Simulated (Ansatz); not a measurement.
The cluster Sc₃⁺: single points at one geometry.

```yaml
crystal:
  periodic: [false, false, false]
  atoms:
    - {symbol: Sc, position_ang: [0.393812, -1.160512, 0.762149]}
    - {symbol: Sc, position_ang: [-1.688648, 0.367960, 0.064843]}
    - {symbol: Sc, position_ang: [1.294836, 0.792552, -0.826992]}
basis:
  gaussian: {orbitals: def2-TZVP, initial_orbitals: start.molden}
total_charge: 1
hamiltonian: {xc: pbe0, dispersion: d4}
scf: {omitted_lower_state_checks: [starts]}
output: {forces: true, orbitals: {seedname: orbitals}}
```

The file start.molden holds the orbitals of an earlier run on this structure, at another level or in another basis.

```sh
$ ansatz run in.yaml --threads 4 --pin off --events-out ev --progress --plain --max-ram 3916MiB
```

It prints (some lines left out):

```
Functional definition: PBE0
1317 factors; integrals over basis functions are off by at most 4.1e-4 eV
mean field evaluation 1: about -62072.3579 eV, gradient 7.0e1 eV
mean field evaluation 2: about -62073.0475 eV, gradient 1.4e0 eV
mean field evaluation 4: about -62073.1032 eV, gradient 1.4e-1 eV
mean field evaluation 8: about -62073.1034 eV, gradient 2.7e-5 eV
mean field -62073.10342111 eV, -2281.1444760650 hartree, gradient 2.7e-5 eV, S^2 0.000000; 0 other end points of the search recorded, 0 dependent functions left out
reference -62073.10345195 eV, -2281.1444771986 hartree; 31, 31 occupied and 104, 104 virtual orbitals, 1317 factors
Total energy: -62073.15710486 eV, -2281.1464489067 hartree
Atom 0 at     0.393812    -1.160512     0.762149 Å, force     0.001785    -0.018125     0.012759 eV/Å
Atom 1 at    -1.688648     0.367960     0.064843 Å, force     0.098109     0.020605    -0.034131 eV/Å
Atom 2 at     1.294836     0.792552    -0.826992 Å, force    -0.099894    -0.002480     0.021372 eV/Å
Dipole moment:    -0.032905     0.094965    -0.062234 e Å
Checks for a lower state left out: starts
```

Run time 3.6 s (4 threads of Arm Neoverse V1 on a shared host).

The first input with `gaussian: {orbitals: def2-SVP, initial_orbitals: start.molden}`, `hamiltonian: {xc: pbe, dispersion: d4}`, `output: {orbitals: {seedname: orbitals}}` (abridged; 1.9 s):

```
Functional definition: PBE
mean field evaluation 16: about -62063.4991 eV, gradient 3.7e-3 eV
mean field -62063.49905334 eV, -2280.7915220597 hartree, gradient 6.9e-6 eV, S^2 0.000000
Total energy: -62063.56200076 eV, -2280.7938353346 hartree
Checks for a lower state left out: starts
```

Geometry: r2SCAN-D4/def2-TZVP.

At PBE0-D4/def2-TZVP the restricted singlet is unstable: a solution with broken spin symmetry lies lower. The restricted singlet is unstable towards broken spin symmetry at other levels; at PBE-D4/def2-SVP this wasn't settled. The geometry of the singlet was relaxed on an unsound state (restricted singlet, unstable towards broken spin symmetry). At PBE0-D4/def2-TZVP a triplet of charge 1 lies 0.35 eV below the restricted singlet, each at its own geometry. That triplet is doubtful there (⟨S²⟩ 2.81, where a pure state has 2.00). The structure comes from a short search, and lower isomers may exist.
